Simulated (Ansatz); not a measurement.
Computed with Ansatz on PBE0-D4/def2-TZVP structures; ΔE is electronic, products minus reactants. CCSD(T)/CBS adds triple-zeta CCSD(T) − MP2 to the extrapolated MP2 energy (def2 sets, frozen cores). This one scheme is used for every species. Functionals use def2-TZVPP. One conformer a species, not always the lowest.

`N[Si](N)(N)O` + NH₃ → `N[Si](N)(N)N` + H₂O  (ligand exchange at the Si–O bond)

`N[Si](N)(N)O`:

```xyz
12

N     1.628   -0.074    0.166
Si   -0.069   -0.173    0.024
N    -0.676    0.215    1.570
N    -0.392    0.767   -1.380
O    -0.808   -1.624   -0.249
H     2.085   -0.435    0.986
H     2.220   -0.116   -0.647
H    -0.420    1.066    2.039
H    -1.574   -0.129    1.864
H     0.060    1.661   -1.484
H    -1.330    0.799   -1.746
H    -0.725   -1.955   -1.143
```

NH₃:

```xyz
4

N    -0.269    0.048   -0.068
H    -0.135    0.012    0.935
H     0.062   -0.832   -0.443
H     0.342    0.772   -0.424
```

`N[Si](N)(N)N`:

```xyz
13

N     0.980   -0.927    1.061
Si    0.000    0.000    0.000
N    -0.589   -0.901   -1.337
N    -1.246    0.553    1.044
N     0.854    1.276   -0.768
H     1.701   -1.525    0.691
H     1.238   -0.555    1.961
H    -1.280   -1.620   -1.198
H     0.027   -1.127   -2.101
H    -1.696   -0.091    1.674
H    -1.881    1.271    0.738
H     0.431    1.774   -1.533
H     1.460    1.874   -0.231
```

H₂O:

Cartesian coordinates in Å:
```
O 0.384 0.009 0.065
H -0.077 -0.438 -0.648
H -0.307 0.428 0.583
```

| species | BLYP-D4 energy (Eh) |
| --- | --- |
| `N[Si](N)(N)O` | -533.41726 |
| NH₃ | -56.56219 |
| `N[Si](N)(N)N` | -513.50881 |
| H₂O | -76.44924 |

(1) Work out ΔE.

Largest T1 diagnostic among the species: 0.010.

## Answers

(1) ΔE = (-513.50881) + (-76.44924) − (-533.41726) − (-56.56219) = 0.02140 Eh = +13.4 kcal/mol. CCSD(T)/CBS gives +13.1 kcal/mol.

Leaving LDA and LC-ωPBE aside and taking each functional with its dispersion term where it has one, the values, not all of them listed here, spread over 2.5 kcal/mol, from revPBE-D4 to B97M-V. At CCSD(T), def2-SVP lies +1.2 kcal/mol from the extrapolated value and def2-TZVPP +0.7 kcal/mol. The D4 term adds −0.8 kcal/mol with B3LYP and −0.5 kcal/mol with PBE0; it sums over pairs of atoms, weighted by their polarisabilities, and B3LYP, whose exchange is more repulsive, gets the larger term.

B3LYP here is the variant with VWN-RPA as its local correlation; programs differ in this.
